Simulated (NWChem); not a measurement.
CHCl2F; SMILES FC(Cl)Cl

All runs: NWChem. Geometry: optimised at PBE0/def2-SVP.

### Question
Estimate the computed values for CAM-B3LYP/def2-TZVPD. Quantities: highest occupied level (eV); orbital gap (eV); dipole (D).

### Answer
```
Property                     Result
---------------------------  ------
highest occupied level (eV)  -10.59
orbital gap (eV)              10.94
dipole (D)                     1.27
```
